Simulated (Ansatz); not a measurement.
`C=C[Se][GeH3]`, relaxed with RKS PBE-D4/def2-SVP in Ansatz 0.2.0 from a rough embedded geometry. The force threshold is 0.03 eV/Å; the program also tests the step.

Charge 0, multiplicity 1.

Start:

```xyz
10

C    -1.210    0.681   -1.263
C    -0.585   -0.406   -1.101
Se    1.305   -0.403   -0.928
Ge    1.196   -0.295    1.347
H    -2.337    0.727   -1.363
H    -0.707    1.695   -1.319
H    -1.110   -1.359   -1.084
H     0.391   -1.488    1.910
H     2.624   -0.208    2.023
H     0.434    1.056    1.777
```

| step | energy (eV) | largest force (eV/Å) | largest move (Å) |
| --- | --- | --- | --- |
| 1 | -124000.9263 | 4.738 | 0.000 |
| 2 | -124001.2918 | 0.978 | 0.122 |
| 3 (rejected) | -124001.2862 | 0.455 | 0.164 |
| 4 | -124001.3163 | 0.200 | 0.082 |
| 5 | -124001.3207 | 0.086 | 0.051 |
| 6 | -124001.3268 | 0.110 | 0.127 |
| 7 | -124001.3285 | 0.522 | 0.195 |
| 8 | -124001.3366 | 0.324 | 0.072 |
| 9 | -124001.3490 | 0.082 | 0.196 |
| 10 | -124001.3527 | 0.235 | 0.190 |
| 11 | -124001.3565 | 0.183 | 0.083 |
| 12 | -124001.3578 | 0.089 | 0.041 |
| 13 | -124001.3601 | 0.035 | 0.047 |
| 14 | -124001.3604 | 0.037 | 0.043 |
| 15 | -124001.3607 | 0.036 | 0.036 |
| 16 | -124001.3608 | 0.024 | 0.018 |

End:

```xyz
10

C    -1.411    0.700   -1.741
C    -0.666   -0.036   -0.898
Se    1.225    0.210   -0.688
Ge    1.331   -0.394    1.609
H    -2.476    0.460   -1.890
H    -0.995    1.546   -2.313
H    -1.099   -0.880   -0.333
H     0.510   -1.697    1.807
H     2.826   -0.631    1.930
H     0.755    0.724    2.517
```

Hardware: 4 threads of a server CPU on a shared host. Wall time 23 s, peak host memory 0.19 GiB.
